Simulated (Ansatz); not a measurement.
`[OH][Ga]([F])[Cl]` + `C=CB(N)[SiH3]` → `[OH][GaH][Cl]` + `C=CB(N)[SiH2]F`  (redistribution)

Calculated with Ansatz (gas phase, PBE0-D4/def2-TZVP geometries, no zero-point term in ΔE). CCSD(T)/CBS adds triple-zeta CCSD(T) − MP2 to the extrapolated MP2 energy (def2 sets, frozen cores). Functionals use def2-TZVPP. B3LYP here is the variant with VWN-RPA as its local correlation; programs differ in this. For Ga outer-core shells are correlated without core-valence functions, which leaves a few kJ/mol of doubt a bond. Scalar relativity is left out up to krypton. One conformer a species, not always the lowest.

`[OH][Ga]([F])[Cl]`:

Cartesian coordinates in Å:
```
O -1.272 0.541 -0.187
Ga 0.258 -0.330 -0.141
F 0.423 -1.707 -1.179
Cl 1.889 0.203 1.096
H -1.298 1.292 0.411
```

`C=CB(N)[SiH3]`:

```xyz
13

C    -0.536   -2.164    0.537
C    -0.561   -1.138   -0.314
B    -0.136    0.311    0.074
N    -0.540    0.839    1.297
Si    1.024    1.433   -1.150
H    -0.784   -3.178    0.237
H    -0.236   -2.036    1.575
H    -0.825   -1.356   -1.349
H    -0.269    1.747    1.631
H    -1.151    0.339    1.925
H     2.347    0.790   -1.396
H     0.381    1.622   -2.483
H     1.287    2.791   -0.584
```

`[OH][GaH][Cl]`:

Z-matrix (Å, degrees):
```
Ga
O 1 1.772
Cl 1 2.145 2 115.0
H 1 1.541 2 122.5 3 180.0
H 2 0.960 1 113.5 3 0.0
```

`C=CB(N)[SiH2]F`:

```xyz
13

C    -0.572    1.488    1.659
C     0.313    0.673    1.082
B     0.095    0.032   -0.320
N    -0.447    0.792   -1.352
Si    0.580   -1.892   -0.711
F     0.083   -2.867    0.473
H    -1.495    1.770    1.159
H    -0.433    1.884    2.660
H     1.188    0.395    1.668
H    -0.644    1.777   -1.251
H    -0.677    0.426   -2.261
H     2.053   -2.089   -0.833
H    -0.042   -2.390   -1.974
```

| level | ΔE (kJ/mol) |
| --- | --- |
| B3LYP-D4 | -57.7 |
| HF/def2-TZVPP | -57.3 |
| MP2/def2-TZVPP | -50.0 |
| CCSD(T)/def2-TZVPP | -49.2 |

Problem. What does CCSD(T)/CBS give? (Best estimate.)

Solution. Ansatz gave: -58.0 kJ/mol. The listed levels differ from it by 0.3, 0.7, 8.0, 8.8 kJ/mol.

Largest T1 diagnostic among the species: 0.014.

In def2-TZVPP, CCSD(T) changes the Hartree–Fock value by +8.1 kJ/mol (the triples alone add +1.9 kJ/mol) and MP2 by +7.3 kJ/mol.
